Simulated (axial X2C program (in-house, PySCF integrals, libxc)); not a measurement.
## Testing model relations on BeB

A bond curve at the PBE0 level, with spin–orbit coupling, was computed with an in-house all-electron X2C program for linear molecules (integrals from PySCF) (basis B dyall-v3z [7s6p2d1f], Be dyall-cv3z [8s8p3d1f] (cores contracted in-house)) for the state Ω = 1/2 (⟨Sz⟩ = -0.50, ⟨Lz⟩ = 1.00 at PBE0). Its fit gives Re = 1.9565 Å, ωe = 617.8 cm⁻¹, ωexe = 9.33 cm⁻¹ and αe = 1.636e-02 cm⁻¹; the masses are 11.0093 and 9.0122 u. Two-component means X2C with spin–orbit coupling and atomic mean-field Coulomb and Gaunt terms.

(1) Find the reduced mass, Be and the force constant.

(2) A Morse curve ties αe to the other constants (Pekeris). How well does that hold?

(3) Estimate De from a Morse curve and compare with the computed well depth of 0.967 eV to B + Be.

(4) Estimate the centrifugal constant by the Kratzer relation.

(5) Where do the fundamental and the first overtone lie?

The state is a single determinant with fixed occupations, the lowest that a limited PBE0 search found. De is counted from the lowest determinant-based energies of the atoms at the same level, without counterpoise correction. Density functionals use the spin component along the axis (collinear). In 2c an atomic determinant is not the ground J level, so De misses part of the atomic spin–orbit lowering. This holds for PBE0. Other states lie close and PBE0, whose exact exchange favours high spin, may order them wrongly; the determinant shown need not be the ground state. The nearest other 2c determinant of the search, Ω = 3/2, lies 0.00 eV up at the distance of the search. The functionals have no current-density term, which raises determinants with orbital currents, atoms included. The atomic limit has a lower orbital projection than the molecule and lies lower at mean-field level, so De may be about a tenth of an eV too small.

Results:

(1) From the PBE0 values: μ = 4.9556 u. Be = 16.8576/(μ Re²) = 0.8887 cm⁻¹. k = 5.8918×10⁻⁷ μ ωe² = 1.11 mdyn/Å.

(2) αe(Morse) = 6Be²/ωe × (√(ωexe/Be) − 1) = 1.718e-02 cm⁻¹; the PBE0 curve gives 1.636e-02 cm⁻¹, a ratio of 1.05.

(3) De(Morse) = ωe²/(4ωexe) = 1.268 eV against 0.967 eV computed, a ratio of 1.31. The extrapolation overshoots: the well softens faster than a Morse curve, or the lowest atomic limit lies below the one to which the curve heads.

(4) D = 4Be³/ωe² = 7.36e-06 cm⁻¹.

(5) ν(1←0) = ωe − 2ωexe = 599.1 cm⁻¹; ν(2←0) = 2ωe − 6ωexe = 1179.6 cm⁻¹.
